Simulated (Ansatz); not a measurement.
`[F][AlH][NH]C[SiH3]` → `[CH2]` (triplet) + `[F][AlH][NH][SiH3]` at 500 K and 1 bar (formal loss of a carbene).

Program: Ansatz. Geometries: PBE0-D4/def2-TZVP. ΔE: electronic, gas phase. CCSD(T)/CBS is the MP2 limit (def2-TZVPP, def2-QZVPP) plus CCSD(T) − MP2 in def2-TZVPP, frozen cores. This one scheme is used for every species. Triplets are unrestricted, without spin–orbit coupling. One conformer a species, not always the lowest.

```
              species  CCSD(T)/CBS energy (Eh)  H − E (kJ/mol)  S (J/(mol·K))
`[F][AlH][NH]C[SiH3]`               -727.94900           260.2          447.9
    `[CH2]` (triplet)                -39.09499            62.7          213.9
 `[F][AlH][NH][SiH3]`               -688.73064           177.6          399.1
```

H − E and S are ideal-gas, rigid-rotor, harmonic terms from PBE0-D4/def2-TZVP, for one conformer and one mirror image of each species, with the whole ground term of open shells counted as degenerate. 1 Eh = 2625.50 kJ/mol, R = 8.31446 J/(mol·K).

Q: By hand: ΔE, ΔH, ΔS and ΔG.

A: ΔE = (-39.09499) + (-688.73064) − (-727.94900) = 0.12337 Eh = 323.9 kJ/mol. Δ(H − E) = 62.7 + 177.6 − 260.2 = -19.9, so ΔH = 304.0 kJ/mol. ΔS = 213.9 + 399.1 − 447.9 = 165.1 J/(mol·K). ΔG = 304.0 − 500 × (165.1)/1000 = 221.4 kJ/mol.

Q: By hand: the equilibrium constant, and the temperature at which ΔG would vanish if ΔH and ΔS stayed fixed.

A: log₁₀ K = −ΔG/(RT ln 10) = -23.1. ΔG = 0 at ΔH/ΔS = 1841 K.

The number of gas molecules changes by +1, which sets the sign of ΔS. A doubt of 5 kJ/mol in ΔE shifts log₁₀ K by 0.5 here. Other conformers and mirror images would add mixing entropy, several J/(mol·K) or more a flexible species. Modes under 60 cm⁻¹, often nearly free rotors, make the harmonic entropy too high. A triplet takes part, so the spin changes. These are equilibria of isolated gas molecules and say nothing of rates. Largest T1 diagnostic: 0.012 (customary marks: 0.02 for closed shells, 0.045 for open ones).
